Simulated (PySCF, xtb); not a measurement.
SeCl4, SMILES Cl[Se](Cl)(Cl)Cl.

Harmonic wavenumbers (cm⁻¹) from GFN2-xTB run with xtb at its own minimum, in rising order: 79, 112, 171, 175, 194, 252, 309, 340, 367.

Question: What does PBE0-D3(BJ)/def2-SVP (PySCF) give at its own minimum? (An estimate is asked for; the answer gives what the named calculation found.)

Answer: 86, 123, 170, 178, 197, 282, 345, 394, 404. Paired by order, the mean absolute difference is 20 cm⁻¹ and the zero-point energies are 2.9 and 3.1 kcal/mol.
